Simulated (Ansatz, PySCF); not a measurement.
Potential energy curve for MgCl, doublet.

Computed with: UKS-B3LYP/LANL2DZ = unrestricted B3LYP/LANL2DZ, with its core potentials past Ne (PySCF 2.14.0); UHF/3-21G = PySCF 2.14.0 with unrestricted Hartree-Fock/3-21G; UKS-PBE = Ansatz (a program for electronic structure) with unrestricted PBE/cc-pVTZ; UCCSD(T) = CCSD(T) on UHF/cc-pVTZ, 6 core orbitals frozen (PySCF).

Energies relative to the lowest point of each curve near equilibrium, in mEh:

| R / Å | UKS-B3LYP/LANL2DZ | UHF/3-21G | UKS-PBE |
|---|---|---|---|
| 1.78 | 88.3 | 104.2 | 75.5 |
| 1.98 | 23.3 | 29.5 | 16.5 |
| 2.10 | 6.9 | 9.7 | 3.6 |
| 2.14 | 3.9 | 5.8 | 1.6 |
| 2.21 | 0.8 | 1.6 | 0.0 |
| 2.26 | 0.0 | 0.1 | 0.1 |
| 2.34 | 0.6 | 0.0 | 2.0 |
| 2.41 | 2.6 | 1.6 | 4.9 |
| 2.58 | 11.2 | 10.0 | 14.7 |
| 2.77 | 24.0 | 23.5 | 27.8 |
| 3.00 | 40.3 | 41.6 | 43.6 |
| 3.32 | 60.0 | 65.6 | 62.4 |

What does UCCSD(T) give at the same points?

1.78: 76.5; 1.98: 15.7; 2.10: 2.9; 2.14: 1.1; 2.21: 0.0; 2.26: 0.6; 2.34: 3.2; 2.41: 6.8; 2.58: 18.7; 2.77: 34.3; 3.00: 53.4; 3.32: 77.6 (mEh).

The scan ran from 1.78 to 8.83 Å; beyond the distances shown one of the unrestricted levels run for this scan, shown here or not, changes its spin distribution in one step.
